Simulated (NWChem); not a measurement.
Program: NWChem. System: silicon dioxide molecule (O$_{2}$Si), charge 0, spin multiplicity 1, at a geometry optimised with PBE0/def2-SVP. Level: RHF/3-21G.

NWChem printed:

```
             Northwest Computational Chemistry Package (NWChem) 7.3.0
             --------------------------------------------------------

                                NWChem Input Module
                                -------------------

 Scaling coordinates for geometry "geometry" by  1.889725989
 (inverse scale =  0.529177249)

 Turning off AUTOSYM since
 SYMMETRY directive was detected!

                             Geometry "geometry" -> ""
                             -------------------------

 Output coordinates in angstroms (scale by  1.889725989 to convert to a.u.)

  No.       Tag          Charge          X              Y              Z
 ---- ---------------- ---------- -------------- -------------- --------------
    1 O                    8.0000     0.00000000     0.00000000    -1.51836900
    2 Si                  14.0000     0.00000000     0.00000000     0.00000000
    3 O                    8.0000     0.00000000     0.00000000     1.51836900

 Effective nuclear repulsion energy (a.u.)      89.2203250619

            Nuclear Dipole moment (a.u.)
            ----------------------------
        X                 Y               Z
 ---------------- ---------------- ----------------
     0.0000000000     0.0000000000     0.0000000000

      Symmetry information
      --------------------

 Group name             D2h
 Group number             26
 Group order               8
 No. of unique centers     2

      Symmetry unique atoms

     1    2


 Summary of "ao basis" -> "" (spherical)
 ------------------------------------------------------------------------------
       Tag                 Description            Shells   Functions and Types
 ---------------- ------------------------------  ------  ---------------------
 *                           3-21g                    on all atoms

 Summary of "ao basis" -> "ao basis" (spherical)
 ------------------------------------------------------------------------------
       Tag                 Description            Shells   Functions and Types
 ---------------- ------------------------------  ------  ---------------------
 O                           3-21g                   5        9   3s2p
 Si                          3-21g                   7       13   4s3p

                                 NWChem SCF Module
                                 -----------------

  ao basis        = "ao basis"
  functions       =    31
  atoms           =     3
  closed shells   =    15
  open shells     =     0
  charge          =   0.00
  wavefunction    = RHF
  use symmetry    = T
  symmetry adapt  = T

 Summary of "ao basis" -> "ao basis" (spherical)
 ------------------------------------------------------------------------------
       Tag                 Description            Shells   Functions and Types
 ---------------- ------------------------------  ------  ---------------------
 O                           3-21g                   5        9   3s2p
 Si                          3-21g                   7       13   4s3p

      Symmetry analysis of basis
      --------------------------

        ag          9
        au          0
        b1g         0
        b1u         8
        b2g         2
        b2u         5
        b3g         2
        b3u         5

 Forming initial guess at       0.0s

      Superposition of Atomic Density Guess
      -------------------------------------

 Sum of atomic energies:        -436.07060078

      Non-variational initial energy
      ------------------------------

 Total energy =    -436.315878
 1-e energy   =    -781.607883
 2-e energy   =     256.071680
 HOMO         =      -0.460814
 LUMO         =      -0.115315

      Symmetry analysis of molecular orbitals - initial
      -------------------------------------------------

 !! scf_movecs_sym_adapt:   14 vectors were symmetry contaminated

  Symmetry fudging

 !! scf_movecs_sym_adapt:   12 vectors were symmetry contaminated

  Numbering of irreducible representations:

     1 ag          2 au          3 b1g         4 b1u         5 b2g
     6 b2u         7 b3g         8 b3u

  Orbital symmetries:

     1 ag          2 b1u         3 ag          4 ag          5 b1u
     6 b3u         7 b2u         8 ag          9 b1u        10 ag
    11 b1u        12 b3u        13 b2u        14 b3g        15 b2g
    16 ag         17 b2u        18 b3u        19 b1u        20 ag
    21 b2u        22 b3u        23 b1u        24 b2g        25 b3g

 Starting SCF solution at       0.1s

 ----------------------------------------------
         Quadratically convergent ROHF

 Convergence threshold     :          1.000E-07
 Maximum no. of iterations :          100
 Final Fock-matrix accuracy:          1.000E-09
 ----------------------------------------------

              iter       energy          gnorm     gmax       time
             ----- ------------------- --------- --------- --------
                 1     -436.0722060563  1.58D+00  6.64D-01      0.1
                 2     -436.2017248769  4.12D-01  1.95D-01      0.1
                 3     -436.2184073267  2.21D-01  8.39D-02      0.1
                 4     -436.2202909536  1.02D-02  4.83D-03      0.1
                 5     -436.2203056500  7.58D-05  4.13D-05      0.1
                 6     -436.2203056508  3.05D-09  9.63D-10      0.1

       Final RHF  results
       ------------------

         Total SCF energy =   -436.220305650813
      One-electron energy =   -782.428650976554
      Two-electron energy =    256.988020263834
 Nuclear repulsion energy =     89.220325061907

        Time for solution =      0.0s

       Symmetry analysis of molecular orbitals - final
       -----------------------------------------------

  Numbering of irreducible representations:

     1 ag          2 au          3 b1g         4 b1u         5 b2g
     6 b2u         7 b3g         8 b3u

  Orbital symmetries:

     1 ag          2 b1u         3 ag          4 ag          5 b1u
     6 b3u         7 b2u         8 ag          9 b1u        10 ag
    11 b3u        12 b2u        13 b1u        14 b2g        15 b3g
    16 ag         17 b2u        18 b3u        19 b1u        20 b3u
    21 b2u        22 ag         23 b1u        24 b2g        25 b3g

             Final eigenvalues
             -----------------

              1
    1  -68.4059
    2  -20.4594
    3  -20.4582
    4   -6.2205
    5   -4.3178
    6   -4.3130
    7   -4.3130
    8   -1.3168
    9   -1.2887
   10   -0.6172
   11   -0.5394
   12   -0.5394
   13   -0.5187
   14   -0.4593
   15   -0.4593
   16    0.0250
   17    0.0987
   18    0.0987
   19    0.3211
   20    0.4466
   21    0.4466
   22    0.4899
   23    0.9304
   24    1.7599
   25    1.7599

                       ROHF Final Molecular Orbital Analysis
                       -------------------------------------

 Vector   13  Occ=2.000000D+00  E=-5.186961D-01  Symmetry=b1u
              MO Center=  2.5D-20, -4.7D-20,  2.1D-16, r^2= 3.1D+00
   Bfn.  Coefficient  Atom+Function         Bfn.  Coefficient  Atom+Function
  ----- ------------  ---------------      ----- ------------  ---------------
    18      0.390200  2 Si pz                 5     -0.318920  1 O  pz
    27     -0.318920  3 O  pz                 9     -0.313672  1 O  pz
    31     -0.313672  3 O  pz                 6      0.236852  1 O  s
    28     -0.236852  3 O  s                 14     -0.186140  2 Si pz

 Vector   14  Occ=2.000000D+00  E=-4.593079D-01  Symmetry=b2g
              MO Center=  1.6D-21,  1.3D-57,  1.9D-16, r^2= 2.9D+00
   Bfn.  Coefficient  Atom+Function         Bfn.  Coefficient  Atom+Function
  ----- ------------  ---------------      ----- ------------  ---------------
     7      0.463926  1 O  px                29     -0.463926  3 O  px
     3      0.350657  1 O  px                25     -0.350657  3 O  px

 Vector   15  Occ=2.000000D+00  E=-4.593079D-01  Symmetry=b3g
              MO Center= -5.8D-57,  7.9D-21, -2.6D-17, r^2= 2.9D+00
   Bfn.  Coefficient  Atom+Function         Bfn.  Coefficient  Atom+Function
  ----- ------------  ---------------      ----- ------------  ---------------
     8      0.463926  1 O  py                30     -0.463926  3 O  py
     4      0.350657  1 O  py                26     -0.350657  3 O  py

 Vector   16  Occ=0.000000D+00  E= 2.498731D-02  Symmetry=ag
              MO Center=  6.1D-20,  4.7D-35,  4.3D-17, r^2= 3.0D+00
   Bfn.  Coefficient  Atom+Function         Bfn.  Coefficient  Atom+Function
  ----- ------------  ---------------      ----- ------------  ---------------
    19      1.251809  2 Si s                  6     -0.431971  1 O  s
    28     -0.431971  3 O  s                  9     -0.362248  1 O  pz
    31      0.362248  3 O  pz                 5     -0.207917  1 O  pz
    27      0.207917  3 O  pz                11     -0.186402  2 Si s

 Vector   17  Occ=0.000000D+00  E= 9.873661D-02  Symmetry=b2u
              MO Center= -1.5D-50,  4.6D-19,  1.2D-17, r^2= 3.0D+00
   Bfn.  Coefficient  Atom+Function         Bfn.  Coefficient  Atom+Function
  ----- ------------  ---------------      ----- ------------  ---------------
    21      0.771038  2 Si py                 8     -0.356096  1 O  py
    30     -0.356096  3 O  py                17      0.322649  2 Si py
     4     -0.215104  1 O  py                26     -0.215104  3 O  py
    13     -0.162226  2 Si py

 Vector   18  Occ=0.000000D+00  E= 9.873661D-02  Symmetry=b3u
              MO Center= -7.8D-18,  3.5D-50, -9.1D-17, r^2= 3.0D+00
   Bfn.  Coefficient  Atom+Function         Bfn.  Coefficient  Atom+Function
  ----- ------------  ---------------      ----- ------------  ---------------
    20      0.771038  2 Si px                 7     -0.356096  1 O  px
    29     -0.356096  3 O  px                16      0.322649  2 Si px
     3     -0.215104  1 O  px                25     -0.215104  3 O  px
    12     -0.162226  2 Si px

 center of mass
 --------------
 x =   0.00000000 y =   0.00000000 z =   0.00000000

 moments of inertia (a.u.)
 ------------------
         263.368678518900           0.000000000000           0.000000000000
           0.000000000000         263.368678518900           0.000000000000
           0.000000000000           0.000000000000           0.000000000000

  Mulliken analysis of the total density
  --------------------------------------

    Atom       Charge   Shell Charges
 -----------   ------   -------------------------------------------------------
    1 O    8     8.74   1.99  0.43  2.01  1.54  2.77
    2 Si  14    12.52   2.00  1.98  5.87  0.74  1.30  0.15  0.50
    3 O    8     8.74   1.99  0.43  2.01  1.54  2.77

       Multipole analysis of the density wrt the origin
       ------------------------------------------------

     L   x y z        total         open         nuclear
     -   - - -        -----         ----         -------
     0   0 0 0     -0.000000      0.000000     30.000000

     1   1 0 0     -0.000000      0.000000      0.000000
     1   0 1 0      0.000000      0.000000      0.000000
     1   0 0 1      0.000000      0.000000      0.000000

     2   2 0 0    -14.152464      0.000000      0.000000
     2   1 1 0     -0.000000      0.000000      0.000000
     2   1 0 1     -0.000000      0.000000      0.000000
     2   0 2 0    -14.152464      0.000000      0.000000
     2   0 1 1     -0.000000      0.000000      0.000000
     2   0 0 2    -27.153939      0.000000    131.726245

 Task  times  cpu:        0.1s     wall:        0.1s

 Total times  cpu:        0.1s     wall:        0.1s
```

### Question
Write an NWChem input that would produce this output.

### Answer
This is not unique; one that fits is 
```
start mol
memory heap 200 mb stack 800 mb global 1000 mb
geometry units angstroms nocenter noautoz
  O      0.000000     0.000000    -1.518369
  Si     0.000000     0.000000     0.000000
  O      0.000000     0.000000     1.518369
  symmetry group D2h
end
basis spherical
  * library 3-21g
end
scf
  rhf
  nopen 0
  maxiter 100
  thresh 1e-7
  semidirect memsize 60000000 filesize 0
end
task scf energy
```
